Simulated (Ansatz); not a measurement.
Born–Oppenheimer molecular dynamics of CH4BFO (8 atoms, charge 0, multiplicity 1). It starts from a relaxed structure.

Level of theory: Ansatz, RKS PBE0-D4/6-31G.

```
ensemble                      : NVE (velocity Verlet)
time step                     : 0.25 fs
steps asked                   : 250
starting velocities drawn for : 300 K
masses                        : H 10 u
seed                          : 522604
```

First frame:

```xyz
8
Properties=species:S:1:pos:R:3
B -0.089 -0.156 0.034
O 0.044 0.108 1.370
H -0.729 0.401 1.873
F 1.066 -0.565 -0.585
C -1.400 -0.035 -0.809
H -1.643 -1.001 -1.268
H -2.271 0.299 -0.236
H -1.249 0.668 -1.639
```

Problem. How far do the bonds stretch over the last three quarters of this one trajectory? (Pairs bonded in most of those frames.)

Solution. 
| bond | mean (Å) | spread (Å) | shortest | longest |
| --- | --- | --- | --- | --- |
| B1–O2 | 1.365 | 0.022 | 1.32 | 1.39 |
| B1–F4 | 1.376 | 0.009 | 1.36 | 1.39 |
| B1–C5 | 1.567 | 0.028 | 1.53 | 1.62 |
| O2–H3 | 0.967 | 0.018 | 0.94 | 1.00 |
| C5–H6 | 1.099 | 0.009 | 1.09 | 1.12 |
| C5–H7 | 1.095 | 0.018 | 1.06 | 1.12 |
| C5–H8 | 1.100 | 0.014 | 1.07 | 1.12 |

Mean temperature of the second half: 129 K. The conserved energy stayed within 0.0092 meV per atom of its start (net change 0.0021 meV per atom), so the integration is sound. Over the second half the temperature averaged 0.43 of the 300 K drawn at the start: a run that starts near a minimum puts about half its kinetic energy into the potential. A run of 0.062 ps of so small a system gives no equilibrium averages. Limits of this set-up: no polarisation functions.

Time of the run: 5.7 min on 1 thread of Arm Neoverse V1 (shared host), peak memory 0.095 GiB.
